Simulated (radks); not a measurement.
Results of a calculation; reference values are marked as such.
Species: the vanadium ion V17+. Configuration: [He] 2s2 2p2. Code: a radial shooting solver on a logarithmic mesh with Libxc functionals. Model: scalar-relativistic Kohn-Sham, BLYP, spin-polarised, spherical densities, finite nucleus; open shells are filled with parallel spins first; Fermi nuclear charge, rms radius 3.6002 fm.

Normalised radial functions P(r) = r R(r), r in bohr:

r,2p up
0.002183,0.0023
0.002911,0.0039
0.003914,0.0069
0.005221,0.0118
0.006963,0.0203
0.009287,0.0347
0.01249,0.0599
0.01665,0.1007
0.02221,0.1671
0.02986,0.2755
0.03983,0.4364
0.05312,0.6674
0.07085,0.9746
0.09526,1.3498
0.1271,1.7089
0.1695,1.9474
0.2278,1.9258
0.3039,1.5800
0.4053,1.0158
0.5406,0.4734
0.7268,0.1389
0.9694,0.0240

2p up: eigenvalue -1216.8 eV, 0 radial nodes, <r> = 0.246 bohr, 90 % of the charge inside 0.397 bohr.
